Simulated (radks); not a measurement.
Valence configurations of Xe3+ (all share [Kr]). Calculated with a radial shooting solver on a logarithmic mesh with Libxc functionals: scalar-relativistic Kohn-Sham, PBE, spin-polarised, spherical densities, finite nucleus; open shells are filled with parallel spins first (spin-orbit coupling, left out, can overturn this in heavy ions); Fermi nuclear charge, rms radius 4.7859 fm. Energies are relative to 4d10 5s2 5p3; eigenvalues in eV for spin up.

valence,E (eV),moment (Bohr magnetons),e(4d),e(5p),e(5s)
4d10 5s2 5p3,0.000,3,-92.953,-38.077,-51.336
4d10 5s1 5p4,13.399,3,-94.295,-38.692,-52.122
4d10 5s0.5 5p4.5,21.287,2,-94.912,-38.673,-52.139
4d10 5p5,28.722,1,-95.486,-38.599,-
4d9 5s2 5p4,59.473,3,-100.96,-39.813,-53.780
4d9 5s1.5 5p4.5,66.443,3,-101.60,-40.108,-54.157
4d9 5s1 5p5,73.420,3,-102.25,-40.401,-54.532
4d8.5 5s0.5 5p6,112.89,2,-106.74,-41.139,-55.647
4d8 5s2 5p5,123.42,3,-108.93,-41.471,-56.126
4d8 5s1 5p6,137.92,3,-110.17,-42.036,-56.846

NIST lists [Kr] 4d10 5s2 5p3 as the ground configuration; this level of theory agrees among the configurations tried. The energies are those of spherical high-spin densities, not of single terms.
